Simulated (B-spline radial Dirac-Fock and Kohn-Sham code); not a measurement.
# The As-like isoelectronic sequence (33 electrons), Z = 72 to 83

Calculated with an atomic code on a B-spline grid, using Dirac-Fock (average of configuration) total-energy differences with a finite nucleus, the Breit interaction including its frequency dependence, and self-energy and vacuum-polarisation corrections. Binding energies in eV, tabulated ground configurations ([Ar] 3d10 4s2 4p3 throughout). Electron correlation is not included.

```
  ion       2s      3s   3d5/2      4s  outermost level  NIST ionisation energy
Hf³⁹⁺  13074.8  4323.0  3386.7  2006.5      1855.5 (4p)                1827 ± 4
Ta⁴⁰⁺  13561.6  4505.1  3533.1  2098.0      1940.2 (4p)                1910 ± 4
 W⁴¹⁺        ?       ?       ?       ?                ?                       ?
Re⁴²⁺  14569.8  4882.6  3834.9  2287.7      2115.3 (4p)                2080 ± 4
Os⁴³⁺  15091.6  5078.0  3990.3  2385.9      2205.9 (4p)                2168 ± 4
Ir⁴⁴⁺  15625.5  5278.1  4148.7  2486.5      2298.4 (4p)                2258 ± 4
Pt⁴⁵⁺  16171.8  5482.8  4310.2  2589.3      2392.9 (4p)                2350 ± 4
Au⁴⁶⁺  16730.6  5692.3  4474.6  2694.6      2489.4 (4p)                2443 ± 4
Hg⁴⁷⁺  17302.2  5906.5  4642.1  2802.2      2587.9 (4p)                2539 ± 4
Tl⁴⁸⁺  17887.0  6125.6  4812.6  2912.3      2688.4 (4p)                2635 ± 4
Pb⁴⁹⁺  18485.0  6349.7  4986.1  3024.8      2791.0 (4p)                2735 ± 4
Bi⁵⁰⁺  19096.8  6578.8  5162.6  3139.8      2895.7 (4p)                2835 ± 4
```

Q: Fill in the row of W⁴¹⁺.

A: 2s 14059.9, 3s 4691.6, 3d5/2 3682.5, 4s 2191.7, outermost 2026.8 (4p), NIST 1994.8 ± 2 eV.

NIST's values are for the lowest levels; a dash marks a value that is missing or belongs to another shell. Their kind here: semi-empirical, theoretical. Where a p, d or f shell is open in either ion the computed value averages over both j values and all terms, while the table refers to the lowest levels; that difference holds spin-orbit splitting (largest in heavy or highly charged ions), term energies where several electrons share open shells, and correlation, and it can reach 10 % or more.
